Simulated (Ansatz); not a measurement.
Input for Ansatz (a first-principles code): RO-CCSD(T)/cc-pV(D+d)Z on SiN, 2S+1 = 2, a point of a bond scan (R = 1.567 Å). Files ending in .json are basis or fitting sets from the Basis Set Exchange.

Ansatz 0.2 input:
```yaml
crystal:
  periodic: [false, false, false]
  atoms:
    - {symbol: Si, position_ang: [-0.00000000, -0.00000000, -0.52249227]}
    - {symbol: N, position_ang: [0.00000000, 0.00000000, 1.04498455]}
basis:
  gaussian:
    orbitals: cc-pV_D+d_Z.json
    pivot_positions_ang: [[-0.00000000, -0.00000000, -0.52249227], [0.00000000, 0.00000000, 1.04498455]]
magnetization: {spin_polarized: false, initial_magnetization: 1}
correlation: {method: ccsd_t, electrons: outside_noble_gas}
scf: {omitted_lower_state_checks: [cluster_reference]}
output: {orbitals: {seedname: ./end}}
```

Program output:

```
WARN ansatz: RAYON_NUM_THREADS=1 ignored (pool sized by the plan → 1); use --threads N
Functional definition: HF
these checks for a lower state are left out or cut short: cluster_reference
integrals: 0.01 GiB planned
419 factors; integrals over basis functions are off by at most 5.2e-4 eV
mean field: 0.07 GiB planned
mean field evaluation 1: about -9334.7107 eV, gradient 4.0e1 eV
mean field evaluation 2: about -9334.7116 eV, gradient 4.0e1 eV
mean field evaluation 4: about -9340.1045 eV, gradient 2.9e0 eV
mean field evaluation 8: about -9340.6295 eV, gradient 2.7e-1 eV
mean field evaluation 16: about -9340.6571 eV, gradient 7.4e-1 eV
mean field evaluation 32: about -9340.9766 eV, gradient 9.7e-4 eV
mean field evaluation 64: about -9340.6304 eV, gradient 2.7e-2 eV
mean field evaluation 96: about -9340.9654 eV, gradient 1.5e0 eV
mean field evaluation 128: about -9340.9764 eV, gradient 1.5e-6 eV
mean field -9340.97639904 eV, -343.2745511236 hartree, gradient 1.3e-6 eV, S^2 0.750000; 11 other end points of the search recorded, 0 dependent functions left out
6 core orbitals not correlated
reference -9340.97639904 eV, -343.2745511236 hartree; 5, 4 occupied and 26, 27 virtual orbitals, 419 factors
second order -5.52502723 eV of doubles, -0.04972534 eV of singles
coupled cluster: 0.07 GiB planned
cycle   1  -5.91393052 eV  change   -3.4e-1 eV  update   9.0e-2
cycle   2  -6.16574971 eV  change   -2.5e-1 eV  update   3.2e-2
cycle   3  -6.24999742 eV  change   -8.4e-2 eV  update   1.9e-2
cycle   4  -6.24715673 eV  change    2.8e-3 eV  update   5.9e-3
cycle   5  -6.24962205 eV  change   -2.5e-3 eV  update   2.7e-3
cycle   6  -6.25000400 eV  change   -3.8e-4 eV  update   1.2e-3
cycle   7  -6.25009851 eV  change   -9.5e-5 eV  update   4.5e-4
cycle   8  -6.25030647 eV  change   -2.1e-4 eV  update   2.0e-4
cycle   9  -6.25031318 eV  change   -6.7e-6 eV  update   1.1e-4
cycle  10  -6.25034040 eV  change   -2.7e-5 eV  update   5.3e-5
cycle  11  -6.25035780 eV  change   -1.7e-5 eV  update   2.4e-5
cycle  12  -6.25034926 eV  change    8.5e-6 eV  update   1.0e-5
cycle  13  -6.25034238 eV  change    6.9e-6 eV  update   4.2e-6
coupled cluster: 0.07 GiB planned
perturbative correction -0.24889551 eV, -0.0091467412 hartree
WARN: in the space of 8 natural orbitals, full CI finds another state of this spin 0.167 eV below this run's state, or below the method's energy where it …
Total energy: -9347.47563693 eV, -343.5133937106 hartree
Checks for a lower state left out: cluster_reference
```

Self-consistency was reached.

Warnings raised: lower state.

Cost: around 1.3 core-seconds (rough).
